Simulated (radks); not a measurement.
Task: The manganese ion Mn2+, configuration [Ne] 3p6 3d7 (not the ground configuration). All-electron calculation, Dirac Kohn-Sham, PBE, spin-unpolarised, spherical densities, point nucleus; open shells fill j = l - 1/2 first. Program: a radial shooting solver on a logarithmic mesh with Libxc functionals. Some entries of the table are withheld. Estimate them.

orbital  occ.  eigenvalue (eV)  <r^2> (bohr^2)  <1/r> (bohr^-1)
1s1/2       2        -6457.073        0.004985            24.93
2s1/2       2        -766.3761         0.09200            5.329
2p1/2       2        -660.1684         0.07375            5.274
2p3/2       4        -649.6892         0.07540            5.187
3s1/2       0              (1)          0.8283              (2)
3p1/2       2              (3)          0.9324            1.548
3p3/2       4              (4)          0.9507            1.528
3d3/2       4              (5)             (6)              (7)
3d5/2       3              (8)             (9)             (10)
4p1/2       0         -14.2426           10.31           0.4301
4p3/2       0         -14.1316           10.45           0.4267

Result: 
(1) 3s1/2 eigenvalue (eV): -106.5489
(2) 3s1/2 <1/r> (bohr^-1): 1.671
(3) 3p1/2 eigenvalue (eV): -76.0595
(4) 3p3/2 eigenvalue (eV): -74.7671
(5) 3d3/2 eigenvalue (eV): -26.6398
(6) 3d3/2 <r^2> (bohr^2): 1.554
(7) 3d3/2 <1/r> (bohr^-1): 1.198
(8) 3d5/2 eigenvalue (eV): -26.5078
(9) 3d5/2 <r^2> (bohr^2): 1.565
(10) 3d5/2 <1/r> (bohr^-1): 1.193
